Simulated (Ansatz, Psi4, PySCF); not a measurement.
Two rigid molecules brought together: HF ··· CH3Br (SMILES F and CBr), singlet. Monomers: optimised at B3LYP-D3(BJ) (def2-TZVP), held rigid. Orientation: lowest of the rigid-body minima from ten starts at GFN2-xTB. Only R, the distance of the centres of mass, is varied, so the lowest point isn't the relaxed dimer. The table gives interaction energies.

| R / Å | A | B | C |
|---|---|---|---|
| 2.45 | 71.48 | 48.55 | 30.67 |
| 2.76 | 10.53 | -1.95 | -23.83 |
| 2.87 | 1.28 | -9.04 | -29.57 |
| 3.12 | -8.57 | -15.63 | -30.67 |
| 3.39 | -10.75 | -15.77 | -24.23 |
| 3.58 | -10.28 | -14.32 | -18.98 |
| 3.83 | -8.86 | -11.93 | -13.11 |
| 4.07 | -7.38 | -9.72 | -9.01 |
| 4.68 | -4.46 | -5.46 | -3.80 |
| 5.38 | -2.60 | -2.81 | -1.95 |
| 6.24 | -1.46 | -1.41 | -1.10 |
| 7.64 | -0.68 | -0.61 | -0.52 |

Energies in kJ/mol.

**Question.** Match the curves with the methods RHF/aug-cc-pVTZ, counterpoise-corrected (Ansatz, an electronic-structure program); PySCF 2.14.0 with restricted B3LYP/3-21G, no counterpoise correction; Psi4 1.11 with revPBE-D3(BJ)/def2-TZVP, counterpoise-corrected.

**Answer.** A is RHF/aug-cc-pVTZ; B is revPBE-D3(BJ)/def2-TZVP; C is RKS-B3LYP/3-21G.
